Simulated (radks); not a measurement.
Ca, configuration [Ar] 4s2. All-electron calculation, scalar-relativistic Kohn-Sham, PBEsol, spin-polarised, spherical densities, point nucleus. Program: a radial shooting solver on a logarithmic mesh with Libxc functionals.

Unscreened Slater integrals over Kohn-Sham orbitals (hartree). They are taken over the spin-up orbitals.

| integral | value |
|---|---|
| F0(4s,4s) | 0.22508 |
| F0(4s,3p) | 0.29013 |
| G1(4s,3p) | 0.017084 |
| F0(4s,3s) | 0.29219 |
| G0(4s,3s) | 0.011430 |
| F0(4s,2p) | 0.30896 |
| G1(4s,2p) | 0.0055739 |
| F0(3p,3p) | 0.71153 |
| F2(3p,3p) | 0.35633 |
| F0(3p,3s) | 0.74310 |
| G1(3p,3s) | 0.49271 |
| F0(3p,2p) | 0.97191 |
| F2(3p,2p) | 0.17848 |
| G0(3p,2p) | 0.070311 |
| G2(3p,2p) | 0.071974 |
| F0(3s,3s) | 0.77909 |
| F0(3s,2p) | 1.0377 |
| G1(3s,2p) | 0.081580 |
| F0(2p,2p) | 2.7906 |
| F2(2p,2p) | 1.3036 |
